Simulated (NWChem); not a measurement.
System: PbSiH₄, singlet; SMILES [SiH3][PbH]

Results from NWChem. Low-valent species are run as closed-shell singlets; no triplet was tried in these runs. Coordinates come from a PBE0/def2-SVP optimisation. def2 effective core potentials on Pb; no spin-orbit coupling. Total energies compare along this basis series because the functional is fixed.

| level | basis functions | energy (Ha) | highest occupied level (eV) | orbital gap (eV) | dipole (D) |
|---|---|---|---|---|---|
| B3LYP/def2-SVP | 64 | -484.7317 | -6.20 | 2.88 | … |
| B3LYP/def2-SVPD | 88 | -484.7345 | -6.23 | 2.89 | 1.93 |
| B3LYP/def2-TZVP | 111 | -484.8429 | -6.23 | 2.88 | 2.01 |
| B3LYP/def2-TZVPP | 148 | -484.8436 | -6.23 | 2.88 | 2.01 |

Problem. Some entries are withheld; supply them.

Solution. 
- B3LYP/def2-SVP, dipole (D): 1.87
